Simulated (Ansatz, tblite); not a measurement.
Forces on the cluster Tl₂I⁺ at its PBE0-D4/def2-SVP geometry. Charge 1, multiplicity 1.

In the def2 sets I, Tl take a core potential; there is no spin–orbit coupling. The xTB rows come from tblite. The structure comes from a short search, and lower isomers may exist.

GFN1-xTB (tblite), largest force 0.32 eV/Å:

```xyz
3
positions Å, forces eV/Å
Tl   -2.335    1.722   -0.629    0.278   -0.155    0.050
Tl    1.927   -2.091    0.852   -0.175    0.250   -0.107
I     0.407    0.369   -0.223   -0.104   -0.094    0.057
```

GFN2-xTB (tblite), largest force 0.17 eV/Å:

```
Tl -0.162 0.048 -0.008
Tl 0.055 -0.145 0.067
I 0.107 0.097 -0.058
```

r2SCAN-D4/def2-TZVP (Ansatz), largest force 0.12 eV/Å:

```
Tl 0.107 -0.049 0.014
Tl -0.056 0.096 -0.042
I -0.051 -0.046 0.028
```
